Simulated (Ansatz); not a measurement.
System: trichlorosilane, sum formula SiHCl3, net charge 0, singlet state. SMILES: Cl[SiH](Cl)Cl
Coordinates optimised at B3LYP-D3(BJ)/def2-TZVP (Ansatz, a quantum-chemistry and plane-wave program):
```xyz
5

Si     0.0220     0.0063     0.5014
Cl     1.7038    -0.8807    -0.2402
Cl    -1.6228    -1.0461    -0.0923
Cl    -0.1042     1.9202    -0.1959
H      0.0861     0.0245     1.9632
```

Property: atomisation energy (electronic, to ground-state atoms); the coupled-cluster value holds the core correlation from cc-pwCVTZ, in eV. Valence correlation only, unless marked. Open shells are spin-unrestricted. Spin-orbit coupling is left out. Non-relativistic. Basis-set limits of correlation are two-point, X^-3; Hartree-Fock from the larger set (for Q and 5 zeta extrapolated as (X+1)exp(-9√X)).

Level to compare with: CCSD(T)/CBS(cc-pV(Q+d)Z,cc-pV(5+d)Z) plus the core term (Ansatz), 16.29 eV. It is a level with limits of its own, and the differences hold the functionals' basis error too.

### Question
Rank these functionals by how close they come to CCSD(T)/CBS(cc-pV(Q+d)Z,cc-pV(5+d)Z), closest first: PBE0/def2-TZVPD (Ansatz); B3LYP/def2-TZVPD (Ansatz); r2SCAN/def2-TZVPD (Ansatz); wB97X/def2-TZVPD (Ansatz).

### Answer
r2SCAN/def2-TZVPD (meta-GGA, 16.24 eV, difference -0.05), wB97X/def2-TZVPD (range-separated hybrid, 16.10 eV, difference -0.19), PBE0/def2-TZVPD (global hybrid, 15.93 eV, difference -0.36), B3LYP/def2-TZVPD (global hybrid, 15.43 eV, difference -0.86)
